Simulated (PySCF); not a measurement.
## SMILES C[C@@H]1[GeH2][CH2]C[C@@H]1F, C5H11FGe

Molfile (atoms numbered from 1):
```
C5H11FGe
     RDKit          3D

 18 18  0  0  0  0  0  0  0  0999 V2000
    2.2586   -0.2005   -0.3197 C   0  0  0  0  0  0  0  0  0  0  0  0
    0.8904   -0.1568    0.3409 C   0  0  2  0  0  0  0  0  0  0  0  0
   -0.4569   -1.4969   -0.2580 Ge  0  0  0  0  0  4  0  0  0  0  0  0
   -1.9643   -0.2374    0.0448 C   0  0  0  0  0  0  0  0  0  0  0  0
   -1.2867    1.0255    0.5886 C   0  0  0  0  0  0  0  0  0  0  0  0
    0.1170    1.1101    0.0017 C   0  0  2  0  0  0  0  0  0  0  0  0
   -0.0142    1.1455   -1.3837 F   0  0  0  0  0  0  0  0  0  0  0  0
    2.1544   -0.1253   -1.4001 H   0  0  0  0  0  0  0  0  0  0  0  0
    2.8835    0.6236    0.0255 H   0  0  0  0  0  0  0  0  0  0  0  0
    2.7605   -1.1377   -0.0866 H   0  0  0  0  0  0  0  0  0  0  0  0
    1.0080   -0.1944    1.4274 H   0  0  0  0  0  0  0  0  0  0  0  0
   -0.2720   -1.9066   -1.6894 H   0  0  0  0  0  0  0  0  0  0  0  0
   -0.4935   -2.7560    0.5710 H   0  0  0  0  0  0  0  0  0  0  0  0
   -2.4601   -0.0147   -0.8989 H   0  0  0  0  0  0  0  0  0  0  0  0
   -2.7219   -0.6039    0.7345 H   0  0  0  0  0  0  0  0  0  0  0  0
   -1.1930    0.9786    1.6745 H   0  0  0  0  0  0  0  0  0  0  0  0
   -1.8561    1.9203    0.3321 H   0  0  0  0  0  0  0  0  0  0  0  0
    0.6378    2.0328    0.2839 H   0  0  0  0  0  0  0  0  0  0  0  0
  1  2  1  0
  2  3  1  0
  3  4  1  0
  4  5  1  0
  5  6  1  0
  6  7  1  0
  6  2  1  0
  1  8  1  0
  1  9  1  0
  1 10  1  0
  2 11  1  1
  3 12  1  0
  3 13  1  0
  4 14  1  0
  4 15  1  0
  5 16  1  0
  5 17  1  0
  6 18  1  1
M  END
```

Level of theory: PySCF 2.14.0, TDDFT B3LYP/def2-SVPD circular dichroism and optical rotation, one conformer, gas phase. Geometry: GFN2-xTB.

The calculation is non-relativistic, which matters for the atoms heavier than Zn. States above about 7.5 eV (minus the energy of the highest occupied orbital) lie near or above the ionisation threshold and depend on the basis.

(1) Assign R or S to each stereocentre.

(2) List the lowest 12 singlet excitations with oscillator and rotatory strengths.

## Answers

(1) C2 S, C6 S.

(2) Rotatory strengths R in 10⁻⁴⁰ esu² cm², velocity form and length form (origin at the centre of mass); f in length form.
| state | E (eV) | λ (nm) | f | R (velocity) | R (length) | main |
| --- | --- | --- | --- | --- | --- | --- |
| 1 | 6.85 | 181 | 0.002 | -2.1 | -3.0 | HOMO→LUMO 0.98 |
| 2 | 7.05 | 176 | 0.041 | +3.5 | +3.1 | HOMO→LUMO+1 0.95 |
| 3 | 7.51 | 165 | 0.045 | -24.2 | -23.7 | HOMO→LUMO+2 0.87 |
| 4 | 7.68 | 161 | 0.081 | +53.2 | +53.2 | HOMO→LUMO+3 0.62, HOMO−1→LUMO 0.24 |
| 5 | 7.72 | 161 | 0.028 | -11.0 | -11.5 | HOMO−1→LUMO 0.61, HOMO−1→LUMO+1 0.24 |
| 6 | 7.78 | 159 | 0.136 | -51.2 | -51.5 | HOMO−1→LUMO+1 0.57, HOMO→LUMO+3 0.20 |
| 7 | 8.02 | 155 | 0.004 | +1.7 | +1.7 | HOMO→LUMO+4 0.66, HOMO→LUMO+5 0.15 |
| 8 | 8.08 | 153 | 0.009 | -26.6 | -25.4 | HOMO−2→LUMO+1 0.49, HOMO→LUMO+4 0.29 |
| 9 | 8.15 | 152 | 0.006 | +7.4 | +6.9 | HOMO→LUMO+5 0.61, HOMO−2→LUMO 0.18 |
| 10 | 8.18 | 152 | 0.033 | -12.2 | -12.4 | HOMO−2→LUMO 0.69, HOMO−2→LUMO+1 0.19 |
| 11 | 8.31 | 149 | 0.039 | +23.9 | +23.4 | HOMO−1→LUMO+2 0.61, HOMO→LUMO+6 0.20 |
| 12 | 8.35 | 148 | 0.004 | +0.6 | +1.0 | HOMO→LUMO+6 0.56, HOMO→LUMO+7 0.18 |

Among the states computed, the strongest CD band (largest |R|) is state 4. The largest dissymmetry factor in size, g = 4R/(D+G), with D and G the electric and magnetic dipole strengths, is -0.035 for state 8 (velocity form, f = 0.009), among bands with |R| over 0.5. The mirror image has the same energies and oscillator strengths and all R with the opposite sign.
